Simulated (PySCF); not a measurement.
How methods differ on the excitation energy of P⁺

P⁺ [Ne] 3s2 3p2 (3P) → P⁺ [Ne] 3s1 3p3 (5S), as a difference of total energies. Calculation: PySCF 2.14, in dyall-acv3z; no relativity, point nucleus. Correlated levels: valence: [Ne] frozen; valence and next inner shell: 1s2 frozen; virtual orbitals above 40 to 60 times the deepest correlated orbital energy dropped. The calculations carry no spin-orbit coupling.

Question: Order these methods by the excitation energy they give, lowest first.
A. TPSS
B. r2SCAN
C. M06-2X
D. MP2 (valence)

Answer: B (4.882 eV), D (4.997 eV), A (5.623 eV), C (5.975 eV).

Errors of the correlated levels include the incompleteness of this basis and the frozen core.

For comparison: 5.627 eV (measured; NIST levels, between the centres of gravity of the two terms).
